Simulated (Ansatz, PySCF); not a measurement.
CH7BO2Si, singlet, at the geometry of the source list. Base run: CASSCF(4,4)/6-31G (PySCF).

Input for PySCF:
```python
from pyscf import gto, scf, mcscf
import numpy

mol = gto.M(
    atom='''
Si    0.38460000    0.00050000   -0.84280000
C     1.83750000   -0.25220000    0.37030000
B    -1.32850000    0.29830000    0.09960000
O    -1.61860000    1.55000000    0.51200000
O    -2.27300000   -0.65340000    0.37270000
H     0.35380000   -1.21870000   -1.68910000
H     0.78580000    1.08240000   -1.75740000
H     2.02410000    0.65480000    0.93870000
H     2.75180000   -0.50630000   -0.15480000
H     1.63510000   -1.04660000    1.08270000
H    -2.46500000    1.64280000    0.95710000
H    -2.08760000   -1.55170000    0.11090000
''',
    basis='6-31g',
    verbose=3,
)

mf = scf.RHF(mol)
mf.kernel()
mc = mcscf.CASSCF(mf, 4, 4)
mc.fix_spin_(ss=0.0)
mc.kernel()
occ = numpy.linalg.eigvalsh(mc.fcisolver.make_rdm1(mc.ci, mc.ncas, mc.nelecas))[::-1]
ss = mc.fcisolver.spin_square(mc.ci, mc.ncas, mc.nelecas)[0]
print('natural occupations', occ.round(4), ' <S^2>', round(ss, 4))
```

Programs used: Ansatz (a program for electronic structure), PySCF; a row that names a program was run with it.

Variants of this job, named by their change:

```json
[
 {"change": "base", "ΔE vs base (kcal/mol)": "0.000", "natural occupations": "1.99 1.98 0.02 0.02", "<S^2> of the state": "0.00", "outcome": "converged"},
 {"change": "active space = 6 electrons, 4 orbitals", "ΔE vs base (kcal/mol)": "6.18", "natural occupations": "2.00 2.00 1.98 0.02", "<S^2> of the state": "0.00", "outcome": "converged"},
 {"change": "code = ansatz; correction = SC-NEVPT2, all electrons", "ΔE vs base (kcal/mol)": "-267.8", "natural occupations": "-", "<S^2> of the state": "-", "outcome": "converged"},
 {"change": "active space = 6 electrons, 7 orbitals", "ΔE vs base (kcal/mol)": "-11.39", "natural occupations": "1.98 1.98 1.98 0.02 0.02 0.02 0.00", "<S^2> of the state": "0.00", "outcome": "converged"},
 {"change": "solver = newton", "ΔE vs base (kcal/mol)": "0.000", "natural occupations": "1.99 1.98 0.02 0.02", "<S^2> of the state": "0.00", "outcome": "converged"},
 {"change": "active space = 10 electrons, 9 orbitals", "ΔE vs base (kcal/mol)": "-", "natural occupations": "-", "<S^2> of the state": "-", "outcome": "not converged"},
 {"change": "orbitals = fixed (CASCI)", "ΔE vs base (kcal/mol)": "13.63", "natural occupations": "2.00 2.00 0.00 0.00", "<S^2> of the state": "0.00", "outcome": "converged"},
 {"change": "active space = 2 electrons, 2 orbitals", "ΔE vs base (kcal/mol)": "6.43", "natural occupations": "1.98 0.02", "<S^2> of the state": "0.00", "outcome": "converged"},
 {"change": "conv_tol = 1e-5", "ΔE vs base (kcal/mol)": "0.000", "natural occupations": "1.99 1.98 0.02 0.02", "<S^2> of the state": "0.00", "outcome": "converged"},
 {"change": "state_average = 2 states", "ΔE vs base (kcal/mol)": "6.67", "natural occupations": "-", "<S^2> of the state": "-", "outcome": "converged"},
 {"change": "active space = 8 electrons, 6 orbitals", "ΔE vs base (kcal/mol)": "-3.61", "natural occupations": "2.00 2.00 1.98 1.98 0.02 0.02", "<S^2> of the state": "0.00", "outcome": "converged"}
]
```

Active orbitals are taken around the Fermi level unless the row says otherwise; CASSCF can end in different local minima, and two programs can end on different orbitals. State-averaged rows give the lowest state.

Ansatz warned in this series: other orbitals give a lower active-space energy.
